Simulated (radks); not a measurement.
Problem. The mean radii <r> (bohr) of the occupied orbitals of an atom or ion are listed with their occupations. Calculated with a radial shooting solver on a logarithmic mesh with Libxc functionals: Dirac Kohn-Sham, relativistic LDA (MacDonald-Vosko exchange, VWN5 correlation), spin-unpolarised, spherical densities, finite nucleus; Fermi nuclear charge, rms radius of each element as measured or else 0.836 A^(1/3) + 0.57 fm.

orbital  occ.      <r>
1s1/2       2  0.02676
2s1/2       2   0.1145
2p1/2       2  0.09639
2p3/2       4   0.1021
3s1/2       2   0.3060
3p1/2       2   0.2956
3p3/2       4   0.3071
3d3/2       4   0.2771
3d5/2       6   0.2807
4s1/2       2   0.6841
4p1/2       1   0.7002
4p3/2       4   0.7216
4d3/2       4   0.7570
4d5/2       1   0.7635

Name the element and its charge.

Solution. Z = 54, xenon, charge +14: Xe14+ in [Ar] 3d10 4s2 4p(1/2: 1, 3/2: 4) 4d(3/2: 4, 5/2: 1). The 1s radius gives Z: for a bare nucleus <r> = (2 gamma + 1)/(2Z) with gamma = sqrt(1 - (Z/c)^2), 0.02628 bohr for Z = 54, and screening makes it slightly larger (0.02676 here). The occupations add up to 40, and the charge is Z minus that.
